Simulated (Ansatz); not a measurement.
**Question.** Name a neutral molecule of N, O, S, W and H with HOMO–LUMO gap (PBE/def2-TZVPP) between 2.55 and 2.85 eV and size of the dipole moment (PBE/def2-TZVPP) between 3.45 and 3.75 D (Ansatz, PBE0-D4/def2-TZVP geometry).

**Answer.** `[NH2][W]([OH])(=[S])=[S]` (2.80 eV, 3.62 D). Other molecules can fit too; these were computed, each in one conformer that needn't be the lowest.
